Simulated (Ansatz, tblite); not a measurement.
Removing and adding an electron: `Sc1ccc(-c2ccc(-c3ccc(-c4ccc(S)s4)s3)s2)s1`. Total charge 0; singlet. Geometry: PBE-D4/def2-SVP. Ansatz, gas phase; energy differences of separate SCF runs; the oxidised species was run as a doublet alone; the reduced species was run as a doublet alone.

```
atom   x (Å)   y (Å)   z (Å)
  S1  -0.519   8.752  -1.256
  C2  -0.370   7.003  -1.404
  C3   0.102   6.293  -2.500
  C4   0.201   4.897  -2.261
  C5  -0.197   4.522  -0.977
  C6  -0.263   3.203  -0.395
  C7  -0.775   2.806   0.841
  C8  -0.673   1.415   1.075
  C9  -0.077   0.714   0.023
 C10   0.193  -0.695  -0.094
 C11   0.784  -1.400  -1.145
 C12   0.888  -2.790  -0.906
 C13   0.381  -3.183   0.335
 C14   0.317  -4.498   0.920
 C15  -0.209  -4.902   2.144
 C16  -0.095  -6.297   2.388
 C17   0.523  -6.976   1.345
 S18   0.893  -8.689   1.160
 S19   0.965  -5.886   0.054
 S20  -0.233  -1.792   1.208
 S21   0.360   1.816  -1.269
 S22  -0.662   5.934  -0.048
 H23  -1.883   8.812  -1.151
 H24   0.353   6.782  -3.450
 H25   0.532   4.169  -3.014
 H26  -1.221   3.517   1.551
 H27  -1.025   0.920   1.991
 H28   1.129  -0.908  -2.065
 H29   1.324  -3.502  -1.620
 H30  -0.670  -4.197   2.851
 H31  -0.455  -6.794   3.299
 H32   0.383  -9.045   2.371
```

The xTB rows come from tblite. Single mean-field runs in def2-TZVP are fitted with def2-universal-jkfit.

Q: Estimate orbital energies and vertical ionisation energies and electron affinities at: GFN1-xTB; GFN2-xTB; PBE-D4/def2-TZVP; PBE0-D4/def2-TZVP.

A: 
| level | −HOMO (eV) | vertical IE (eV) | −LUMO (eV) | vertical EA (eV) | HOMO–LUMO gap (eV) | IE − EA (eV) | remarks |
| --- | --- | --- | --- | --- | --- | --- | --- |
| GFN1-xTB | 10.14 | 11.83 | 8.47 | 6.72 | 1.67 | 5.11 | – |
| GFN2-xTB | 9.80 | 11.36 | 8.19 | 6.59 | 1.60 | 4.77 | – |
| PBE-D4/def2-TZVP | 4.56 | 6.16 | 2.86 | 1.35 | 1.70 | 4.81 | HOMO above zero (-1 doublet) |
| PBE0-D4/def2-TZVP | 5.31 | 6.40 | 2.30 | 1.29 | 3.01 | 5.11 | – |

   A HOMO above zero means that the electron is unbound at that level or that self-interaction error raises the level; the energy of removing that electron tells which. Raw xTB energy differences between charge states are shifted by several eV; the methods need an empirical correction for them. Sets without diffuse functions give affinities that are too small.
